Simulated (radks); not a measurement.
The mean radii <r> (bohr) of the occupied orbitals of an atom or ion are listed with their occupations. Calculated with a radial shooting solver on a logarithmic mesh with Libxc functionals: Dirac Kohn-Sham, PBE, spin-unpolarised, spherical densities, point nucleus.

orbital  occ.      <r>
1s1/2       2  0.06956
2s1/2       2   0.3215
2p1/2       2   0.2841
2p3/2       4   0.2867
3s1/2       2   0.8643

Name the element and its charge. Open shells, if any, fill j = l - 1/2 first.

Answer. Z = 22, titanium, charge +10: Ti10+ in [Ne] 3s2. The 1s radius gives Z: for a bare nucleus <r> = (2 gamma + 1)/(2Z) with gamma = sqrt(1 - (Z/c)^2), 0.06759 bohr for Z = 22, and screening makes it slightly larger (0.06956 here). The occupations add up to 12, and the charge is Z minus that.
